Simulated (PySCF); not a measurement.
The vertical singlet excitations below were computed for one of the candidates. Theory: TDDFT wB97X-D/def2-SVPD, vertical, gas phase, core orbitals frozen in the response in PySCF 2.14.0, density-fitted response routines. Geometries: GFN2-xTB, one conformer each.

| state | E (eV) | f |
| --- | --- | --- |
| S1 | 6.28 | 0.109 |
| S2 | 6.85 | 0.092 |
| S3 | 6.91 | 0.127 |
| S4 | 7.33 | 0.060 |
| S5 | 7.47 | 0.114 |
| S6 | 7.82 | 0.020 |
| S7 | 7.88 | 0.064 |
| S8 | 7.98 | 0.0019 |

Triplets computed (Tamm–Dancoff): 4.38, 5.86, 6.43 eV.

Orbital energies (eV): HOMO-3 -11.09, HOMO-2 -10.86, HOMO-1 -10.33, HOMO -9.39, LUMO 1.20, LUMO+1 1.64, LUMO+2 2.20.

Task: Which structure fits? All have the formula C3H7ClOSi.
A. `Cl[C@@H]1CO[SiH2]C1`
B. `Cl[Si@H]1CCCO1`
C. `Cl[SiH2]OCC=C`
D. `C=CO[SiH2]CCl`
E. `C=C[C@H](Cl)[SiH2]O`

Result: E. Its S1, at 6.28 eV, is the lowest among the candidates; the nearest of the others has S1 at 6.59 eV. S1 is HOMO→LUMO (72%), HOMO-1→LUMO (15%). Löwdin shares by element: HOMO carbon 63%, chlorine 12% (atoms not listed hold the other 24%); LUMO carbon 56%, chlorine 26% (atoms not listed hold the other 18%). At the same level the other candidates give, for their lowest levels:
- `Cl[C@@H]1CO[SiH2]C1`: 7.09 eV (f 0.001); 7.13 eV (f 0.029); 7.38 eV (f 0.006); 7.90 eV (f 0.037); 7.92 eV (f 0.035); T1 6.58 eV; HOMO -10.12, LUMO 1.55 eV
- `C=CO[SiH2]CCl`: 6.59 eV (f 0.014); 7.01 eV (f 0.240); 7.08 eV (f 0.278); 7.26 eV (f 0.020); 7.43 eV (f 0.000); T1 4.43 eV; HOMO -9.02, LUMO 1.74 eV
- `C=CCO[SiH2]Cl`: 7.22 eV (f 0.103); 7.56 eV (f 0.272); 7.73 eV (f 0.008); 7.86 eV (f 0.040); 8.03 eV (f 0.018); T1 4.63 eV; HOMO -9.74, LUMO 1.59 eV
- `Cl[Si@H]1CCCO1`: 7.69 eV (f 0.024); 7.92 eV (f 0.018); 8.11 eV (f 0.022); 8.45 eV (f 0.028); 8.59 eV (f 0.006); T1 7.35 eV; HOMO -9.95, LUMO 2.13 eV

Shape of the structure used: `[CH2:1]=[CH:2][C@H:3]([Cl:4])[SiH2:5][OH:6]`: C1–C2–C3–Cl4 -131°, C2–C3–Si5–O6 63°, H–O6–Si5–C3 45°.
